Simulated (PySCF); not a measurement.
ClCs, charge +1, doublet, at a GFN2-xTB geometry (such geometries of metal compounds can be far from the true shape) (a state made from the parent by changing its charge; the spin is typed, not shown lowest) (core potentials on Cs); B3LYP/def2-TZVP run with PySCF.

Here is a job for PySCF.
```python
from pyscf import gto, scf, dft

mol = gto.M(
    atom='''
Cs   -0.00000000   -0.00000000   -0.81146276
Cl    0.00000000    0.00000000    2.62532068
''',
    basis='def2-tzvp',
    ecp={'Cs': 'def2-tzvp'},
    charge=1,
    spin=1,
    verbose=4,
)

mf = dft.UKS(mol)
mf.xc = 'b3lyp'
mf.kernel()
```

**Question.** Write the output that PySCF gives for this input, abridged.

**Answer.** 
```
PySCF version 2.14.0

[INPUT] verbose = 4
[INPUT] num. atoms = 2
[INPUT] num. electrons = 25
[INPUT] charge = 1
[INPUT] spin (= nelec alpha-beta = 2S) = 1
[INPUT] symmetry False subgroup None
[INPUT] Mole.unit = angstrom
[INPUT] Symbol           X                Y                Z      unit          X                Y                Z       unit  Magmom
[INPUT]  1 Cs     0.000000000000   0.000000000000  -0.811462760000 AA    0.000000000000   0.000000000000  -1.533442376684 Bohr   0.0
[INPUT]  2 Cl     0.000000000000   0.000000000000   2.625320680000 AA    0.000000000000   0.000000000000   4.961137074357 Bohr   0.0

nuclear repulsion = 23.5581073652869
number of shells = 24
number of NR pGTOs = 103
number of NR cGTOs = 66
basis = def2-tzvp
ecp = {'Cs': 'def2-tzvp'}

******** <class 'pyscf.dft.uks.UKS'> ********
method = UKS
initial guess = minao
damping factor = 0
level_shift factor = 0
DIIS = <class 'pyscf.scf.diis.CDIIS'>
diis_start_cycle = 1
diis_space = 8
diis_damp = 0
SCF conv_tol = 1e-09
SCF conv_tol_grad = None
SCF max_cycles = 50
direct_scf = True
direct_scf_tol = 1e-13
number electrons alpha = 13  beta = 12
XC library pyscf.dft.libxc version 7.1.2
    S. Lehtola, C. Steigemann, M. J. T. Oliveira, and M. A. L. Marques,  SoftwareX 7, 1–5 (2018)
XC functionals = b3lyp
    P. J. Stephens, F. J. Devlin, C. F. Chabalowski, and M. J. Frisch,  J. Phys. Chem. 98, 11623 (1994)
radial grids:
    Treutler-Ahlrichs [JCP 102, 346 (1995); DOI:10.1063/1.469408] (M4) radial grids

becke partition: Becke, JCP 88, 2547 (1988); DOI:10.1063/1.454033
pruning grids: <function nwchem_prune>
grids dens level: 3
symmetrized grids: False
atomic radii adjust function: <function treutler_atomic_radii_adjust>
small_rho_cutoff = 0
Set gradient conv threshold to 3.16228e-05
tot grids = 42592
init E= -477.003749270083

cycle= 1 E= -480.155249433782  delta_E= -3.15  |g|= 0.157  |ddm|= 1.36
cycle= 2 E= -480.170281390578  delta_E= -0.015  |g|= 0.061  |ddm|= 0.468
cycle= 3 E= -480.172291042771  delta_E= -0.00201  |g|= 0.0183  |ddm|= 0.115
cycle= 4 E= -480.172441739923  delta_E= -0.000151  |g|= 0.00339  |ddm|= 0.0166
cycle= 5 E= -480.172448502554  delta_E= -6.76e-06  |g|= 0.000573  |ddm|= 0.0053
cycle= 6 E= -480.172448701472  delta_E= -1.99e-07  |g|= 0.000251  |ddm|= 0.000863
cycle= 7 E= -480.172448741392  delta_E= -3.99e-08  |g|= 1.91e-05  |ddm|= 0.000268
cycle= 8 E= -480.172448741537  delta_E= -1.45e-10  |g|= 5.12e-06  |ddm|= 1.56e-05
Extra cycle  E= -480.172448741547  delta_E= -9.66e-12  |g|= 3.25e-06  |ddm|= 6.9e-06
converged SCF energy = -480.172448741547  <S^2> = 0.75320517  2S+1 = 2.0032026
```
